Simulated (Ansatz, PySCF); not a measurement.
Energy difference 4 R1 + R2 → 2 P1 + 2 P2, each structure at its B3LYP-D3(BJ)/def2-TZVP stationary point, reached from a drawn start (curvature not checked).
R1, HCl (SMILES Cl) (charge 0, multiplicity 1):
```xyz
2

Cl     0.641     0.000     0.000
H     -0.641     0.000     0.000
```
P1, Cl2 (SMILES ClCl) (charge 0, multiplicity 1):
```csv
atom,x (Å),y (Å),z (Å)
Cl,1.0068,0.0000,0.0000
Cl,-1.0068,0.0000,0.0000
```
R2, O2 (SMILES O=O) (charge 0, multiplicity 3):
```xyz
2

O     -0.60213     0.00000     0.00000
O      0.60213     0.00000     0.00000
```
P2: H2O (SMILES O), charge 0, multiplicity 1.

```json
[
 {"level": "PBE-D4/def2-TZVPP", "reaction energy (eV)": "-1.255", "minus CCSD(T)/cc-pV(Q+d)Z": "0.074"},
 {"level": "BLYP-D3(BJ)/def2-TZVPP", "reaction energy (eV)": "-1.212", "minus CCSD(T)/cc-pV(Q+d)Z": "0.117"},
 {"level": "revPBE-D3(BJ)/def2-TZVPP", "reaction energy (eV)": "-1.073", "minus CCSD(T)/cc-pV(Q+d)Z": "0.256"},
 {"level": "r2SCAN/def2-TZVPP", "reaction energy (eV)": "-0.952", "minus CCSD(T)/cc-pV(Q+d)Z": "0.376"},
 {"level": "r2SCAN-D4/def2-TZVPP", "reaction energy (eV)": "-0.960", "minus CCSD(T)/cc-pV(Q+d)Z": "0.369"},
 {"level": "B97M-V/def2-TZVPP", "reaction energy (eV)": "-1.025", "minus CCSD(T)/cc-pV(Q+d)Z": "0.304"},
 {"level": "PBE0/def2-TZVPP", "reaction energy (eV)": "-1.160", "minus CCSD(T)/cc-pV(Q+d)Z": "0.168"},
 {"level": "BHLYP-D3(BJ)/def2-TZVPP", "reaction energy (eV)": "-1.145", "minus CCSD(T)/cc-pV(Q+d)Z": "0.184"},
 {"level": "CAM-B3LYP-D4/def2-TZVPP", "reaction energy (eV)": "-1.151", "minus CCSD(T)/cc-pV(Q+d)Z": "0.178"},
 {"level": "MP2/cc-pV(D+d)Z", "reaction energy (eV)": "-0.118", "minus CCSD(T)/cc-pV(Q+d)Z": "1.211"},
 {"level": "SCS-MP2/cc-pV(Q+d)Z", "reaction energy (eV)": "-1.687", "minus CCSD(T)/cc-pV(Q+d)Z": "-0.359"},
 {"level": "CCSD/cc-pV(Q+d)Z", "reaction energy (eV)": "-1.251", "minus CCSD(T)/cc-pV(Q+d)Z": "0.077"},
 {"level": "CCSD(T)/cc-pV(D+d)Z", "reaction energy (eV)": "-0.145", "minus CCSD(T)/cc-pV(Q+d)Z": "1.184"},
 {"level": "CCSD(T)/cc-pV(Q+d)Z", "reaction energy (eV)": "-1.329", "minus CCSD(T)/cc-pV(Q+d)Z": "0.000"}
]
```

 The comparison column counts from a level with limits of its own.

P less R. No zero-point or thermal terms; singlets are restricted closed shells; open shells are unrestricted; no spin–orbit coupling.

Frozen-core correlation throughout.

Run with Ansatz (an electronic-structure program); PySCF for the D3/D4 terms. No computed number here is a measurement.
